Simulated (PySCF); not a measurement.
SMILES c12c(ccs2)sc(c1)-c1c(F)c(F)c(F)c(F)c1F, GFN2-xTB optimised geometry.

```
22

F     -2.39    -4.82     0.00
C     -1.71    -3.68     0.00
C     -2.37    -2.46     0.00
F     -3.70    -2.42     0.00
C     -1.65    -1.27     0.00
F     -2.36    -0.13     0.00
C     -0.24    -1.23     0.00
C      0.49     0.02     0.00
C      1.86     0.20     0.00
C      2.21     1.55     0.00
S      3.70     2.42     0.00
C      2.84     3.92     0.00
C      1.49     3.78     0.00
C      1.12     2.42     0.00
S     -0.36     1.56     0.00
C      0.39    -2.48     0.00
F      1.72    -2.58     0.00
C     -0.32    -3.68     0.00
F      0.35    -4.83     0.00
H      2.58    -0.59     0.00
H      3.40     4.83     0.00
H      0.79     4.60     0.00
```

Density from CAM-B3LYP/def2-SVP (PySCF) at that geometry.

Minimum of the electron density along straight lines between bonded atoms, close to the bond critical point (lines longer than 1.1 times the sum of covalent radii, or with two minima, are not listed):

| bond | length / Å | ρ at the minimum / e bohr⁻³ | ∇²ρ there / e bohr⁻⁵ | position (fraction from the first atom) |
|---|---|---|---|---|
| F1–C2 | 1.333 | 0.265 | 0.13 | 0.67 |
| C2–C3 | 1.390 | 0.318 | -0.84 | 0.50 |
| C3–F4 | 1.334 | 0.264 | 0.13 | 0.33 |
| C3–C5 | 1.388 | 0.320 | -0.85 | 0.50 |
| C5–F6 | 1.339 | 0.259 | 0.15 | 0.33 |
| C5–C7 | 1.406 | 0.304 | -0.76 | 0.52 |
| C7–C8 | 1.445 | 0.278 | ? | 0.51 |
| C8–C9 | 1.379 | 0.313 | -0.76 | 0.51 |
| C9–C10 | 1.397 | 0.304 | -0.77 | 0.49 |
| C10–S11 | 1.729 | 0.212 | -0.48 | 0.48 |
| S11–C12 | 1.729 | 0.214 | -0.47 | 0.53 |
| C12–C13 | 1.359 | 0.325 | -0.82 | 0.51 |
| C10–C14 | 1.394 | 0.310 | -0.76 | 0.50 |
| C13–C14 | 1.408 | 0.296 | -0.73 | 0.49 |
| C8–S15 | 1.762 | 0.202 | ? | 0.47 |
| C14–S15 | 1.717 | 0.219 | -0.52 | 0.49 |
| C7–C16 | 1.407 | 0.303 | -0.76 | 0.48 |
| C16–F17 | 1.339 | 0.259 | 0.15 | 0.33 |
| C2–C18 | 1.391 | 0.318 | -0.84 | 0.50 |
| C16–C18 | 1.388 | 0.320 | -0.85 | 0.50 |
| C18–F19 | 1.335 | 0.264 | 0.13 | 0.33 |
| C9–H20 | 1.072 | 0.289 | -1.16 | 0.65 |
| C12–H21 | 1.072 | 0.287 | -1.14 | 0.65 |
| C13–H22 | 1.074 | 0.285 | -1.12 | 0.64 |

What belongs in the gaps?


- C7–C8, ∇²ρ there / e bohr⁻⁵: -0.68
- C8–S15, ∇²ρ there / e bohr⁻⁵: -0.41
